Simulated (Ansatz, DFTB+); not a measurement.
Molecule: C2H3O, net charge -1, singlet state. SMILES: C=[C-]O

Atoms: C1, C2, O3, H4, H5, H6. Bonds: C1-C2, C1-H4, C1-H5, C2-O3, O3-H6.

Bond lengths (Å) and angles (degrees) optimised at SCC-DFTB with DFTB+; HF/STO-3G with Ansatz (a first-principles code); PBE/6-31G* with Ansatz; MP2/6-31G* with Ansatz, each started from the B3LYP-D3(BJ)/def2-TZVP structure (Ansatz) of the last column. A row stands for all coordinates that are equal there. 6-31G* holds six Cartesian d functions. No wavenumbers were computed at SCC-DFTB, HF/STO-3G, PBE/6-31G*, MP2/6-31G*, so these may be saddle points.

| coordinate | SCC-DFTB | HF/STO-3G | PBE/6-31G* | MP2/6-31G* | B3LYP-D3(BJ)/def2-TZVP |
|---|---|---|---|---|---|
| C1-C2 | 1.361 | 1.342 | 1.372 | 1.362 | 1.353 |
| C1-H4 | 1.117 | 1.085 | 1.118 | 1.101 | 1.100 |
| C1-H5 | 1.113 | 1.081 | 1.104 | 1.092 | 1.087 |
| C2-O3 | 1.493 | 1.456 | 1.486 | 1.483 | 1.454 |
| O3-H6 | 0.989 | 0.997 | 0.973 | 0.967 | 0.957 |
| C1-C2-O3 | 108.6 | 107.6 | 108.4 | 107.6 | 110.0 |
| C2-C1-H4 | 127.0 | 127.0 | 126.3 | 125.2 | 123.8 |
| C2-C1-H5 | 120.5 | 120.6 | 119.2 | 119.5 | 119.8 |
| C2-O3-H6 | 105.0 | 104.2 | 99.3 | 100.5 | 102.5 |
| H4-C1-H5 | 112.5 | 112.5 | 114.4 | 115.3 | 116.4 |

Mean signed difference of all 5 bond lengths from B3LYP-D3(BJ)/def2-TZVP: SCC-DFTB 0.024 Å, HF/STO-3G 0.002 Å, PBE/6-31G* 0.020 Å, MP2/6-31G* 0.011 Å.
